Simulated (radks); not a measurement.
Question: The neodymium ion Nd46+, configuration [Ne] 3s2 3p2. Calculated with a radial shooting solver on a logarithmic mesh with Libxc functionals: Dirac Kohn-Sham, BLYP, spin-unpolarised, spherical densities, finite nucleus; open shells are shared between the two j in proportion to 2j + 1; Fermi nuclear charge, rms radius 4.9123 fm. Some entries of the table are withheld. Estimate them.

orbital      occ.  eigenvalue (eV)  r(max) (bohr)  <r^2> (bohr^2)
1s1/2           2              (1)        0.01509       0.0007591
2s1/2           2        -9971.368            (2)         0.01161
2p1/2           2              (3)        0.06457        0.008452
2p3/2           4              (4)        0.06989        0.009619
3s1/2           2        -3976.662         0.2285         0.06578
3p1/2    0.666667        -3855.240            (5)         0.05966
3p3/2     1.33333        -3717.352            (6)         0.06440

Answer: 
(1) 1s1/2 eigenvalue (eV): -46476.37
(2) 2s1/2 r(max) (bohr): 0.08507
(3) 2p1/2 eigenvalue (eV): -9634.909
(4) 2p3/2 eigenvalue (eV): -9099.237
(5) 3p1/2 r(max) (bohr): 0.2139
(6) 3p3/2 r(max) (bohr): 0.2233
